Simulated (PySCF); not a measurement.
## Orbital energies, ionisation energy and electron affinity

Species: C5H2BrClO2.
Geometry (PBE0-D3(BJ)/def2-SVP, Å), atoms numbered from 1 in this order:
```xyz
11
C5H2BrClO2 angstrom
O      2.8021   -0.7687    0.1877
C      2.0595    0.1476    0.0377
Br     2.7238    1.9649   -0.1961
C      0.6117    0.0369    0.0103
C     -0.1669   -1.0879    0.1453
C     -1.5129   -0.6586    0.0457
C     -1.4397    0.6997   -0.1430
Cl    -2.6495    1.8621   -0.3395
O     -0.1777    1.1262   -0.1645
H      0.2097   -2.0967    0.2984
H     -2.4208   -1.2526    0.1024
```

Level: CAM-B3LYP/def2-SVPD (PySCF). Frontier orbitals with their largest atomic shares (Löwdin; up to four atoms above 4 %):

```csv
orbital,ε (eV),main atoms
HOMO−3,-10.19,"Br3 46 %, O1 32 %, C2 13 %, C4 7 %"
HOMO−2,-10.01,"Br3 78 %, C2 10 %, O1 10 %"
HOMO−1,-9.72,"Br3 68 %, O1 23 %, C2 5 %"
HOMO,-8.75,?
LUMO,-1.38,"C2 22 %, O1 19 %, C5 14 %, C7 10 %"
LUMO+1,0.61,"Br3 60 %, C2 22 %, O1 7 %"
LUMO+2,1.02,"C6 26 %, C7 22 %, Cl8 11 %, O9 9 %"
```

What vertical ionisation energy does ΔSCF give, and how far is −ε(HOMO) from it?

ΔSCF: 9.40 eV (907 kJ/mol; threshold wavelength 132 nm); ⟨S²⟩ of the doublet left behind is 0.770, against 0.75 for a pure doublet. −ε(HOMO) is 8.75 eV, 0.65 eV below it. For the exact functional −ε(HOMO) would equal the first vertical ionisation energy; CAM-B3LYP (range-separated hybrid) falls short of its own ΔSCF value by 7 %.

On which atoms does the HOMO lie?

C4 (substituted aromatic carbon) 23 %, C7 (aromatic C–Cl carbon) 19 %, Cl8 (aryl chlorine) 17 %, C6 (aromatic CH carbon) 14 %, so no atom holds as much as 40 %. The HOMO−1 lies 0.97 eV lower.

And the vertical electron affinity, the fundamental gap, Mulliken's electronegativity and the hardness (with the factor ½)?

EA = 0.82 eV by ΔSCF (−ε(LUMO) = 1.38 eV). IE − EA = 8.58 eV against an orbital gap of 7.37 eV; (IE + EA)/2 = 5.11 eV; (IE − EA)/2 = 4.29 eV.

With α = 104.5 au, estimate the like-pair dispersion coefficient by London's formula C6 = (3/4)α²I.

I = 0.3456 Eh, so C6 ≈ 2830 au, a rough estimate.

How many of the 10 lowest singlet excitations (vertical TDDFT, same level) lie below the ionisation energy?

All 10; they run from 4.49 to 6.93 eV.

Isolated species at its PBE0-D3(BJ)/def2-SVP geometry (one conformer only). The calculation is non-relativistic, for bromine too.
